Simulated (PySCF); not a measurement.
AlClFHS, SMILES [F][Al]([SH])[Cl].

The structure is a stationary point at B3LYP-D3(BJ)/def2-SVP. One conformer was computed; it need not be the lowest.

Method: IEF-PCM-M06-2X/def2-SVP run with PySCF.

The values are the electrostatic part of the solvation free energy, E(continuum) − E(gas) at the gas-phase geometry, in a cavity of scaled van der Waals radii (PySCF's table); cavitation and dispersion terms are not included. A continuum can't describe solvent molecules that bind to the metal. In vacuum the orbital gap is 9.05 eV. The dipole moment in vacuum is 1.13 D.

```csv
solvent,ε,ΔG(elec) (kcal/mol),dipole (D),gap (eV)
water,78.36,-7.4,1.43,9.16
chloroform,4.71,-5.2,1.34,9.12
1-octanol,9.86,-6.3,1.39,9.14
```
